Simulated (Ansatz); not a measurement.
The cluster Ir₂O₂. Charge 0, multiplicity 3. Geometry PBE-D4/def2-TZVP, that of the charge +1 doublet; atoms count from 1.

```xyz
4

Ir   -0.838    0.685   -1.424
Ir    0.397   -0.298    0.281
O     1.675   -1.231    0.791
O    -1.234    0.845    0.352
```

In the def2 sets Ir takes a core potential; there is no spin–orbit coupling. The structure comes from a short search, and lower isomers may exist.

(1) Estimate the Mulliken populations from the PBE0/def2-TZVP orbitals of Ansatz.

(2) Where does the spin sit?

(3) And the Mayer bond orders between heavy atoms (over 0.3)?

Answers

(1) 
```
atom  charge (e)  spin (α − β)  d electrons
 Ir1        0.39          1.36         7.60
 Ir2        0.47          0.37         7.05
  O3       -0.39         -0.04            –
  O4       -0.47          0.31            –
```
Mulliken values depend strongly on the basis.

(2) Summed by element: Ir 1.73, O 0.27, of 2 unpaired in all. Largest on single atoms: Ir1 1.36, Ir2 0.37, O4 0.31.

(3) Ir1–Ir2 1.47 (2.32 Å); Ir1–O4 1.25 (1.83 Å); Ir2–O3 1.99 (1.66 Å); Ir2–O4 0.81 (1.99 Å).
